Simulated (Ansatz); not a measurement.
`F[BH][SnH2][SiH3]` + `C[SiH](O)O` → `[BH2][SnH2][SiH3]` + `O[SiH](O)CF`  (redistribution)

Calculated with Ansatz (gas phase, PBE0-D4/def2-TZVP geometries, no zero-point term in ΔE). CCSD(T)/CBS is the MP2 limit (def2-TZVPP, def2-QZVPP) plus CCSD(T) − MP2 in def2-TZVPP, frozen cores. Functionals use def2-TZVPP. B3LYP here is the variant with VWN-RPA as its local correlation; programs differ in this. Elements past krypton have def2 core potentials. For Sn outer-core shells are correlated without core-valence functions, which leaves a few kJ/mol of doubt a bond. One conformer a species, not always the lowest.

| level | ΔE (eV) | difference from CCSD(T)/CBS |
| --- | --- | --- |
| PBE-D4 | 2.66 | -0.03 |
| r2SCAN-D4 | 2.71 | 0.02 |
| B3LYP-D4 | 2.65 | -0.04 |
| B2PLYP | 2.70 | 0.01 |
| B3LYP | 2.66 | -0.03 |
| CCSD(T)/def2-TZVPP | 2.69 | 0.00 |
| MP2/def2-QZVPP | 2.79 | 0.10 |
| SCS-MP2/def2-QZVPP | 2.70 | 0.01 |
| HF/CBS(def2) | 2.59 | -0.10 |
| CCSD/CBS(def2) | 2.67 | -0.02 |
| CCSD(T)/CBS | 2.69 | 0 |

Largest T1 diagnostic among the species: 0.014.

In def2-TZVPP, CCSD(T) changes the Hartree–Fock value by +0.10 eV (the triples alone add +0.02 eV) and MP2 by +0.20 eV.
